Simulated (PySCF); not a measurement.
## Static response to an electric field

Species: C₄H₁₂Si₃.
Structure used (GFN2-xTB), in Å, numbered top down from 1:
```
atom  x, y, z in Å
Si1   -0.052    1.709   -1.063
C2    -0.383    0.138   -0.019
Si3   -1.121   -1.239   -1.128
Si4   -1.510    0.508    1.478
C5     0.907   -0.342    0.454
C6     1.750   -0.689    1.384
C7     2.263   -0.787   -0.024
H8     0.570    2.730   -0.217
H9     0.852    1.392   -2.170
H10   -1.321    2.213   -1.589
H11   -0.209   -1.536   -2.233
H12   -1.312   -2.451   -0.327
H13   -2.410   -0.794   -1.660
H14   -1.703   -0.713    2.263
H15   -2.806    0.996    1.000
H16   -0.886    1.525    2.327
H17    2.011   -0.835    2.402
H18    2.974   -0.052   -0.393
H19    2.377   -1.762   -0.492
```

Level: CAM-B3LYP/def2-SVPD (PySCF), static field, nuclei fixed, core orbitals frozen in the response. The polarisability tensor in these axes (au):

```
x   129.19  -4.77   2.26
y    -4.77 117.44  -1.28
z     2.26  -1.28 125.09
```

**Question.** Diagonalise the tensor; give its mean and Δα, where Δα² is half the sum of the squared differences of the eigenvalues.

**Answer.** Principal values 115.73, 124.14 and 131.85 au; mean 123.91 au = 18.36 Å³ = 20.43 × 10⁻⁴⁰ C²·m²/J; Δα = 13.97 au (11 % of the mean).

**Question.** What is the dipole moment, and where does it point?

**Answer.** (-0.27, 0.08, 0.14) D, 0.31 D in size, pointing from the negative to the positive side. Measured along this direction, the outermost atoms are H18 and H19 at the negative end and H15 at the positive end.

**Question.** What are the principal values of the traceless quadrupole moment, Θ = ½Σq(3rr − r²1), about the centre of nuclear charge?

**Answer.** -2.30, -0.27, 2.58 D·Å. The values depend on the origin, since the dipole doesn't vanish. The electronic extent ⟨r²⟩ about the same centre is 1432 bohr², a root-mean-square distance of 2.27 Å for the 78 electrons.

**Question.** Find the Langevin capture rate constant for NO+ (29.998 u) meeting this molecule (144.025 u), k = 2.342 × 10⁻⁹ cm³/s × √(α in Å³ / reduced mass in u).

**Answer.** The reduced mass is 24.83 u, so k = 2.01 × 10⁻⁹ cm³/s. The formula leaves out the permanent dipole, which adds to the capture rate.

**Question.** Along which axes do the principal values lie, and how far do the nuclei extend along each?

**Answer.** Largest value along (0.88, -0.32, 0.35), where the nuclei span 5.33 Å; middle along (-0.35, 0.07, 0.93), 4.89 Å; least along (0.33, 0.94, 0.05), 5.51 Å. The strongest response doesn't lie along the longest of the three spans.

**Question.** What molar refraction does this α imply?

**Answer.** Lorentz–Lorenz: R = (4π/3)N_A α = 2.5225 cm³/(mol·Å³) × 18.36 Å³ = 46.3 cm³/mol, in the limit of long wavelengths.

**Question.** What depolarisation ratio follows for Rayleigh scattering of linearly polarised light, taking the static tensor?

**Answer.** ρ = 3Δα²/(45ᾱ² + 4Δα²) = 585.6/(690888 + 780.7) = 0.000847.

Geometry: GFN2-xTB; no solvent, vibrations or thermal averaging.
